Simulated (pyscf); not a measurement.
H₃Si–Se–Ge:–Cl [singlet] → H₃Si–Cl + :Ge=Se [singlet], an elimination (singlet surface; Cl–Ge, Se–Si broken, Cl–Si formed). Optimised with ωB97X-D3(BJ)/def2-SVP in PySCF. Energies in kcal/mol from the reactant's lowest minimum found.

Small-basis levels: PySCF, no dispersion term, spherical d functions. 

**Question.** Quick HF/6-31G*+LANL2DZ single points give ΔE‡ = 38.9 kcal/mol and ΔE = +4.9 kcal/mol. What does ωB97M-D3(BJ)/def2-TZVP give, and how far is the quick result from it?

**Answer.** ωB97M-D3(BJ)/def2-TZVP gives ΔE‡ = 28.5 kcal/mol and ΔE = +14.1 kcal/mol. HF/6-31G*+LANL2DZ lies 10.4 kcal/mol over it in the barrier and 9.2 kcal/mol under it in the reaction energy, so on this step it does not hold to within 3.0 kcal/mol. ωB97M-D3(BJ)/def2-TZVP has limits of its own. On the product side the descent ends in a complex, 5.6 kcal/mol under the separated species and 12.6 kcal/mol under the saddle at ωB97X-D3(BJ)/def2-TZVP. One saddle was located; it need not be the lowest between these sides. In the def2 sets elements up to Kr have no core potential.
